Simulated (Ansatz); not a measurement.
`[SiH3]C1(I)B[SiH2]1` + H₂ → `[SiH3]C1B[SiH2]1` + HI at 400 K and 1 bar (hydrogenolysis of a C–I bond).

Gas-phase electronic energies from Ansatz, PBE0-D4/def2-TZVP geometries. CBS: MP2 limit from def2 TZ/QZ plus the TZ coupled-cluster correction, frozen cores. This one scheme is used for every species. Elements past krypton have def2 core potentials. For I outer-core shells are correlated without core-valence functions, which leaves a few kJ/mol of doubt a bond.

| species | CCSD(T)/CBS energy (Eh) | H − E (kJ/mol) | S (J/(mol·K)) |
| --- | --- | --- | --- |
| `[SiH3]C1(I)B[SiH2]1` | -941.98824 | 196.3 | 419.5 |
| H₂ | -1.17544 | 38.0 | 139.0 |
| `[SiH3]C1B[SiH2]1` | -645.14605 | 215.2 | 365.1 |
| HI | -298.03592 | 25.7 | 215.0 |

H − E and S are ideal-gas, rigid-rotor, harmonic terms from PBE0-D4/def2-TZVP, for one conformer and one mirror image of each species. The MP2-based limit puts H₂ 0.8 mEh under its directly extrapolated value; such offsets cancel only in part. 1 Eh = 2625.50 kJ/mol, R = 8.31446 J/(mol·K).

Q: By hand: ΔE, ΔH, ΔS and ΔG.

A: ΔE = (-645.14605) + (-298.03592) − (-941.98824) − (-1.17544) = -0.01829 Eh = -48.0 kJ/mol. Δ(H − E) = 215.2 + 25.7 − 196.3 − 38.0 = 6.6, so ΔH = -41.4 kJ/mol. ΔS = 365.1 + 215.0 − 419.5 − 139.0 = 21.6 J/(mol·K). ΔG = -41.4 − 400 × (21.6)/1000 = -50.0 kJ/mol.

Q: By hand: the equilibrium constant, and the temperature at which ΔG would vanish if ΔH and ΔS stayed fixed.

A: log₁₀ K = −ΔG/(RT ln 10) = 6.5. ΔH and −TΔS have one sign here, so there is no such temperature.

ΔH outweighs TΔS. A doubt of 5 kJ/mol in ΔE shifts log₁₀ K by 0.7 here. Other conformers and mirror images would add mixing entropy, several J/(mol·K) or more a flexible species. These are equilibria of isolated gas molecules and say nothing of rates. Largest T1 diagnostic: 0.014 (customary marks: 0.02 for closed shells, 0.045 for open ones).
